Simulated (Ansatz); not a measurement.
Geometry optimisation, Ansatz 0.2.0, RKS BLYP-D4/def2-SVP.

Input file:

```yaml
crystal:
  periodic: [false, false, false]
  atoms:
    - { symbol: Al, position_ang: [-0.041208, -0.418883, 0.036298] }
    - { symbol: O, position_ang: [-0.183047, -0.327331, 1.787435] }
    - { symbol: H, position_ang: [-1.036878, -0.519597, 2.21159] }
    - { symbol: F, position_ang: [1.523612, -0.430773, -0.54765] }
    - { symbol: O, position_ang: [-1.300308, -0.743551, -1.072398] }
    - { symbol: H, position_ang: [-2.247608, -0.734591, -0.863715] }
    - { symbol: "N", position_ang: [0.12132, 2.532264, 0.966792] }
    - { symbol: H, position_ang: [1.031811, 3.008726, 0.987806] }
    - { symbol: H, position_ang: [-0.601479, 3.244472, 1.132616] }
    - { symbol: H, position_ang: [0.101985, 1.868064, 1.774025] }
basis:
  gaussian: { orbitals: def2-SVP }
hamiltonian:
  xc: blyp
  dispersion: d4
relax:
  f_tol: 0.03
  max_steps: 50
output:
  orbitals: {}
```

Run as:

```bash
$ ansatz run input.yaml --threads 2 --pin off --max-ram 3072MiB --backend cpu --events-out ev --progress --plain --runs-dir out
```

Question: Where does it end, and by what steps?

Answer: The forces met the threshold. After 11 steps the energy has fallen by 1.142 eV; O5 moved furthest, 1.20 Å. Joined: Al1–N7 (3.10 → 2.03 Å).

```tsv
step	energy less start (eV)	largest force component (eV/Å)	accepted
0	0.0000	0.893	yes
1	-0.1802	0.696	yes
2	-0.4639	0.620	yes
3	-0.7583	0.486	yes
4	-0.8792	1.049	yes
5	-0.9798	0.659	yes
6	-1.0360	0.300	yes
7	-1.0693	0.614	yes
8	-1.1120	0.284	yes
9	-1.1302	0.170	yes
10	-1.1409	0.119	yes
11	-1.1421	0.025	yes
```

```xyz
10
Properties=species:S:1:pos:R:3
Al -0.187 0.115 0.441
O -0.534 -0.417 2.062
H -0.230 -1.277 2.390
F 1.310 -0.375 -0.195
O -1.474 0.388 -0.698
H -1.922 -0.346 -1.145
N 0.082 2.086 0.831
H 1.017 2.442 0.586
H -0.622 2.622 0.302
H -0.070 2.241 1.839
```

The run took 13 s on 2 threads of Intel(R) Xeon(R) 6975P-C (Granite Rapids), with other jobs on the host, peak memory 0.17 GiB.
